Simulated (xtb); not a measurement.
xtb input:

```bash
xtb mol.xyz --gfn 1 --opt tight --chrg 0 --uhf 0
```
mol.xyz:
```
9

Br    -1.38826881    -1.83565479    -0.59933828
C     -0.16524257    -0.45040342    -0.14928336
C      1.24577345    -0.65469239    -0.23586500
C      1.97929154     0.42915037     0.11910222
Se     0.89783719     1.87136899     0.61757027
C     -0.57388804     0.77202123     0.26676680
H      1.67770053    -1.59141321    -0.55618495
H      3.05316254     0.51534405     0.13443430
H     -1.58352552     1.12098636     0.39687712
```

### Question
What final total energy does it print?

### Answer
-17.26809 Eh (GFN1-xTB).
